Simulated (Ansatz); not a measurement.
Mulliken charges of Cl₂H₃O₃Ta (`[OH][Ta]([OH])([OH])([Cl])[Cl]`) from B3LYP/def2-TZVPP in Ansatz (PBE0-D4/def2-TZVP geometry).

```
atom   x (Å)   y (Å)   z (Å)  charge (e)
  O1   1.664  -0.384   0.563      -0.359
 Ta2  -0.084   0.193   0.117       1.049
  O3  -0.850  -1.036   1.275      -0.339
  O4  -1.019  -0.534  -1.364      -0.359
 Cl5   0.983   1.637  -1.484      -0.373
 Cl6  -0.961   2.037   1.197      -0.233
  H7   2.424  -0.044   0.082       0.209
  H8  -1.238  -1.691   1.850       0.195
  H9  -0.830  -0.224  -2.254       0.209
```

Question: By hand: the dipole of these point charges (1 e Å = 4.8032 D).

Answer: Σ q r = (-0.083, -0.588, 0.160) e Å, of length 0.615 e Å = 2.95 D.

Question: How does the dipole of the full density compare? (Best estimate.)

Answer: Computed: (-0.049, -0.533, 0.107) e Å, 2.62 D; the point charges give 1.13 times that, at 5° from its direction.

Point charges leave out the atoms' own dipoles, such as those of lone pairs, and Mulliken's split depends on the basis, so the close match here is no proof of good charges.

B3LYP here is the variant with VWN-RPA as its local correlation; programs differ in this.
